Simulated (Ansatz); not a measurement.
A structure relaxed at PBE-D4/def2-SVP in Ansatz, charge 0, singlet:

```csv
atom,x (Å),y (Å),z (Å)
Ge1,-1.7125,1.1823,0.5762
F2,-2.9325,1.0121,1.7982
F3,-2.5213,1.3542,-0.9511
F4,-0.8743,2.6744,0.8751
Ge5,-0.1288,-0.6995,0.5289
F6,-1.0409,-2.1398,0.1535
F7,0.4834,-0.9028,2.1511
Ge8,1.8104,-0.6448,-0.9837
F9,2.8400,0.7065,-0.6225
F10,1.2961,-0.4621,-2.6328
F11,2.7804,-2.0807,-0.8930
```

**Question.** Give its formula, name or SMILES and point group.

**Answer.** Ge3F8. Point group C2 (tolerance 0.1 Å).

**Question.** Summarise the bond lengths by kind (pairs closer than 1.2 times the sum of covalent radii, bridged metal pairs left out).

**Answer.** 8 × F–Ge 1.74 to 1.75 Å; 2 × Ge–Ge 2.46 Å.
